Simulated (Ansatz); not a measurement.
BFH₅NSi (`FBN[SiH3]`) at its PBE0-D4/def2-TZVP geometry, where that method's forces vanish. Total charge 0; spin multiplicity 1.

```xyz
9

F     0.2631   -0.4284   -2.0372
B    -0.2264    0.6423   -1.4010
N    -0.2682    0.6188   -0.0022
Si    0.2618   -0.6916    1.0279
H    -0.6063    1.5712   -2.0520
H    -0.6416    1.4388    0.4499
H    -0.5070   -1.9297    0.7519
H     1.7067   -0.9676    0.8374
H     0.0178   -0.2539    2.4254
```

(1) What forces (eV/Å) does r2SCAN-D4/def2-TZVPP give on these atoms in Ansatz? (An estimate is asked.)

Answers

(1) Ansatz gave: 
```
F1   0.058 -0.130 -0.045
B2  -0.071  0.171 -0.096
N3  -0.001 -0.008  0.102
Si4  0.010 -0.026  0.034
H5   0.012 -0.029  0.015
H6  -0.011  0.023  0.012
H7   0.022  0.021  0.005
H8  -0.030 -0.001  0.003
H9   0.010 -0.020 -0.031
```
